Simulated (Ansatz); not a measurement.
Cost and result for the atomization energy of CH$_{8}$GeSi$_{2}$, SMILES `[SiH3][SiH]1[CH2][GeH2]1` (12 atoms, 12 bonds).

| atom | x (Å) | y (Å) | z (Å) |
| --- | --- | --- | --- |
| Si1 | 0.643 | 1.874 | 0.978 |
| Si2 | -0.318 | 0.489 | -0.618 |
| C3 | -1.147 | -1.096 | 0.001 |
| Ge4 | 0.533 | -1.630 | -0.938 |
| H5 | 1.279 | 1.007 | 2.007 |
| H6 | -0.366 | 2.741 | 1.645 |
| H7 | 1.683 | 2.740 | 0.361 |
| H8 | -0.997 | 1.155 | -1.758 |
| H9 | -1.176 | -1.273 | 1.072 |
| H10 | -2.073 | -1.395 | -0.484 |
| H11 | 1.621 | -2.205 | -0.030 |
| H12 | 0.320 | -2.408 | -2.236 |

Charge 0, multiplicity 1. Correlated methods include outer-core shells of Ge, which these sets cover unevenly. Scalar relativity is left out up to krypton. Geometry: relaxed with PBE0-D4/def2-TZVP. Program: Ansatz. All runs use 4 threads of an Arm Neoverse V2 on a shared host. Times are those of one run each, without the atoms' runs, and a repeat can differ threefold. Electronic energies, without spin–orbit coupling; frozen cores. CCSD(T)/CBS adds CCSD(T) − MP2 in def2-TZVPP to the MP2 limit, and its time is that of the two runs behind it. T1 = 0.013. With those shells the extrapolation isn't a true limit. B3LYP takes the VWN-RPA correlation (the form of Gaussian; ORCA's B3LYP/G).

CCSD(T)/CBS is a level of theory with its own doubt, some kJ/mol a heavy atom from the limit and from the frozen cores, so smaller differences don't rank the functionals.

```
                             level  functions  wall time  atomization (kcal/mol)  difference from CCSD(T)/CBS  per bond
   PBE-D4/def2-TZVPP (with forces)        275      3.3 s                   870.5                         -4.2      -0.4
                PBE0-D4/def2-TZVPP        275      4.5 s                   867.1                         -7.6      -0.6
r2SCAN-D4/def2-TZVPP (with forces)        275        7 s                   875.3                          0.6       0.0
 B3LYP-D4/def2-TZVPP (with forces)        275        7 s                   867.8                         -6.9      -0.6
                 B2PLYP/def2-TZVPP        275      7.5 s                   857.0                        -17.7      -1.5
                ωB97X-V/def2-TZVPP        275       11 s                   879.2                          4.5       0.4
  ωB97M-V/def2-TZVPP (with forces)        275       16 s                   869.1                         -5.6      -0.5
                    MP2/def2-QZVPP        526       30 s                   861.2                        -13.5      -1.1
                CCSD(T)/def2-TZVPP        275    3.9 min                   854.1                        -20.6      -1.7
                 CCSD(T)/CBS(def2)          –    4.4 min                   874.7                          0.0       0.0
```

From PBE to PBE0 (25 % exact exchange), in def2-TZVPP and without D4, the atomization energy moves by −2.4 kcal/mol: exact exchange takes away binding that semilocal exchange gives to molecules. The D4 term adds +11.1 kcal/mol with B3LYP and +5.9 kcal/mol with PBE0; it sums over pairs of atoms, weighted by their polarisabilities, and B3LYP, whose exchange is more repulsive, gets the larger term. In def2-TZVPP, CCSD(T) changes the Hartree–Fock value by +208.0 kcal/mol (the triples alone add +10.7 kcal/mol) and MP2 by +203.0 kcal/mol; breaking electron pairs costs correlation energy, which Hartree–Fock lacks.
